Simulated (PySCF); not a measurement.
**Electronic absorption of Ga(H2S)Cl3**

Species: Ga(H2S)Cl3.
Cartesian coordinates in Å at the PBE0-D3(BJ)/def2-SVP level; atoms count from 1:
```xyz
7
Cl3GaH2S angstrom
Ga     0.1727   -0.2518   -0.9750
S      0.1532   -0.2421    1.5611
H      0.4888    1.0647    1.6614
H     -1.1711    0.0227    1.6496
Cl     2.2933   -0.1926   -1.3121
Cl    -0.9242    1.5733   -1.2989
Cl    -0.9039   -2.0773   -1.3097
```

Computed with TDDFT CAM-B3LYP/def2-SVPD, vertical, gas phase, core orbitals frozen in the response in PySCF. Relativistic effects, spin–orbit coupling among them, are left out although an element past zinc is present.

Q: Predict the UV-vis stick spectrum at this level.

A: 

```csv
state,E (eV),E (kJ/mol),λ (nm),f,|μ| (D),"main configurations (H = HOMO, L = LUMO)"
S1,6.51,628,190.5,0.0000,0.02,"H→L (74%), H→L+1 (19%)"
S2,6.78,654,183.0,0.018,0.84,"H-2→L (58%), H-2→L+1 (14%)"
S3,6.78,655,182.8,0.010,0.63,"H-3→L (49%), H-1→L+2 (19%), H-3→L+1 (12%)"
S4,6.88,663,180.3,0.0024,0.30,"H-1→L+2 (59%), H-3→L (12%)"
S5,6.90,666,179.7,0.228,2.95,"H-1→L (71%), H-1→L+1 (10%), H-2→L (8%)"
S6,6.96,671,178.2,0.067,1.59,"H-4→L (62%), H-4→L+1 (18%)"
S7,7.00,675,177.2,0.073,1.65,"H-5→L (58%), H-5→L+1 (16%), H-3→L (12%)"
S8,7.29,703,170.1,0.0088,0.57,"H-1→L+1 (79%), H-1→L (11%)"
S9,7.63,736,162.6,0.0012,0.20,"H→L+1 (67%), H→L (13%), H→L+3 (12%)"
S10,7.86,758,157.7,0.014,0.68,"H-2→L+1 (55%), H→L+2 (17%), H-2→L (9%)"
S11,7.88,761,157.3,0.0015,0.22,"H→L+2 (80%), H-2→L+1 (10%)"
S12,7.93,765,156.4,0.011,0.62,"H→L+3 (45%), H-3→L+1 (25%)"
S13,7.98,770,155.4,0.016,0.74,"H-3→L+1 (39%), H→L+3 (22%), H-3→L+3 (10%)"
S14,8.05,776,154.1,0.0098,0.57,"H-4→L+1 (54%), H-4→L+3 (12%), H-4→L (10%)"
S15,8.06,778,153.8,0.0008,0.16,"H-2→L+2 (65%), H-5→L+1 (18%)"
```

Triplets, Tamm–Dancoff:

| state | E (eV) | λ (nm) | main configurations (H = HOMO, L = LUMO) |
| --- | --- | --- | --- |
| T1 | 6.15 | 201.6 | H→L (69%), H→L+1 (20%) |
| T2 | 6.26 | 198.0 | H-1→L (58%), H-1→L+1 (31%) |
| T3 | 6.36 | 194.9 | H-2→L (66%), H-2→L+1 (20%) |
| T4 | 6.39 | 194.1 | H-3→L (59%), H-3→L+1 (17%), H-1→L+2 (10%) |

The lowest singlet lies at 6.51 eV (191 nm, vacuum ultraviolet) and is dark (f under 0.0005); its leading configuration is HOMO→LUMO (74%). The strongest level in the table is S5 at 6.90 eV (180 nm, f = 0.228). S2/S3 lie within about 0.01 eV of each other. Löwdin shares by element: HOMO chlorine 100%; LUMO gallium 33%, chlorine 25% or more, sulfur 21% (atoms not listed hold the other 21%). Weighted by f, the mean energy of these states is 7.05 eV. Of the 15 states listed, 8 reach f = 0.01 and 1 stays under 0.0005. Orbital energies (eV): HOMO-3 -10.59, HOMO-2 -10.55, HOMO-1 -10.44, HOMO -10.30, LUMO -0.55, LUMO+1 -0.04, LUMO+2 0.09. No computed singlet lies in the visible range (380 to 750 nm); the lowest, at 191 nm, stands 3.24 eV above its violet end (3.26 eV). Singlets were solved by full linear response, triplets in the Tamm–Dancoff approximation.

The run took 1.7 min wall, 69 s CPU (with the writing of density and orbital grids) on an Intel Xeon at 2.50 GHz with one thread, no GPU, on a shared host, and the process peaked at 0.78 GiB of memory.
